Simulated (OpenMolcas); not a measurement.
# Co2+: ligand-field states by method

Co2+ with its 6 nearest oxide ions at 2.125 Å, on the Mg site of MgO (a = 4.2112 Å, distance in the model lattice 2.106 Å). The rest of the host is ab initio model potentials to 7.6 Å, with orthogonalisation functions on the cations behind the ligands, and point charges beyond; the distance is set by hand and nothing relaxes. Ligand basis ANO-RCC-VDZP.
```
Co    0.0000    0.0000    0.0000
O     2.1250    0.0000    0.0000
O     0.0000    2.1250    0.0000
O    -2.1250    0.0000    0.0000
O     0.0000   -2.1250    0.0000
O     0.0000    0.0000    2.1250
O     0.0000    0.0000   -2.1250
```

| Property | Result |
| --- | --- |
| Program | OpenMolcas |
| Basis | ANO-RCC-VTZP [6s5p3d2f1g] |
| Scalar Hamiltonian | DKH2, point nucleus |
| Active space | 7 electrons in 5 orbitals (3d) |
| State averaging | 2S+1 = 4 even, 10 roots; 2S+1 = 2 even, 40 roots |
| Spin-orbit coupling | state interaction with AMFI integrals over the reference wave functions |

I. CASSCF
II. SS-CASPT2, IPEA 0.25 Eh, imaginary shift 0.1 Eh (closed shells correlated: 3s 3p and the ligand valence shells)

Spin-free states (labels of O, the rotations of Oh) in cm-1, each column counted from its own energy of the first state listed:

```json
{"State": "4T1", "Degeneracy": "3", "I": "0", "II": "0"}
{"State": "4T2", "Degeneracy": "3", "I": "7257", "II": "9620"}
{"State": "2E", "Degeneracy": "2", "I": "13417", "II": "9100"}
{"State": "4A2", "Degeneracy": "1", "I": "15759", "II": "20060"}
{"State": "2T1", "Degeneracy": "3", "I": "19605", "II": "15730"}
{"State": "2T2", "Degeneracy": "3", "I": "19876", "II": "16410"}
{"State": "4T1", "Degeneracy": "3", "I": "23923", "II": "21940"}
{"State": "2A1", "Degeneracy": "1", "I": "25130", "II": "22630"}
{"State": "2T1", "Degeneracy": "3", "I": "25386", "II": "19320"}
{"State": "2T2", "Degeneracy": "3", "I": "28697", "II": "25270"}
{"State": "2T1", "Degeneracy": "3", "I": "29704", "II": "27690"}
{"State": "2E", "Degeneracy": "2", "I": "31836", "II": "28780"}
{"State": "2T2", "Degeneracy": "3", "I": "35150", "II": "32250"}
{"State": "2T1", "Degeneracy": "3", "I": "35998", "II": "34770"}
{"State": "2E", "Degeneracy": "2", "I": "36219", "II": "35870"}
{"State": "2T2", "Degeneracy": "3", "I": "46294", "II": "37930"}
{"State": "2T1", "Degeneracy": "3", "I": "47854", "II": "41580"}
{"State": "2A2", "Degeneracy": "1", "I": "48554", "II": "41510"}
{"State": "2E", "Degeneracy": "2", "I": "71642", "II": "61180"}
{"State": "2T2", "Degeneracy": "3", "I": "71802", "II": "60850"}
```

From I to II, I's first state of the same spin (4T2) moves from 7257 to 9620 cm-1, by about +2400 cm-1.

From I to II, I's first state of another spin (2E) moves from 13417 to 9100 cm-1, by about -4300 cm-1.

I: A least-squares ligand-field fit to the states below 45000 cm-1, each weighted by its degeneracy and with a free common offset, gives 10Dq = 8279 cm-1, B = 1188 cm-1 and C = 4379 cm-1 (C/B = 3.69), with an rms deviation of 78 cm-1. The same method and metal basis give the free ion B = 1229 cm-1 (fit to its terms below 60000 cm-1, rms deviation 20 cm-1), so the nephelauxetic ratio is β = 1188 / 1229 = 0.97; it hangs on how both fits weigh the states, and computed free-ion B values tend to be too large, so β mixes covalency with correlation.

χT at 300 K: I 3.51, II 3.45 cm3 K/mol.

Roots that are degenerate in the reference are averaged as groups; the widest CASPT2 spread within a group is 150 cm-1 (the 2-fold group of multiplicity 2 near 28800 cm-1 above the lowest state of its run, II). Shifts and gaps below about the spread of the groups concerned are not significant. Over all roots computed the reference weight is 0.69 to 0.71 in II; a low but even weight reflects the number of correlated electrons. An orbital triplet at a regular site is open to Jahn-Teller coupling, which can distort the site and quench the lowest spin-orbit gaps and is left out. Ligand-to-metal charge-transfer states are missing. Without dynamic correlation the repulsion within the d shell is too large (B by tens of per cent), so at a given field states of lower spin stand too high (holds for I). With no ligand orbital active B as a rule stays too high, so bands that hang on it stand too high and its fall with covalency is understated (holds for I). With metal d orbitals alone and no dynamic correlation 10Dq can be off by a tenth to a fifth, either way, in oxide and fluoride hosts (holds for I). A single d shell leaves out the double-shell effect, which counts most for late 3d ions, where the CASPT2 field can be off either way by tens of per cent (holds for II). These CASPT2 states fit no ligand-field parameters well, so their order and spin gaps are uncertain (holds for II). For late 3d ions with one d shell CASPT2 can put B and the spin-flip bands somewhat low as well as high (holds for II). With one d shell and no ligand orbital active, 10Dq can be off by tens of per cent for divalent 3d ions, low with halides held by bare charges and at times high in hosts (holds for II). Free-ion shares, where given, are those of the reference states; single-state CASPT2 does not remix them (holds for II). No measured value stands beside these numbers; the geometry was set by hand and not optimised.
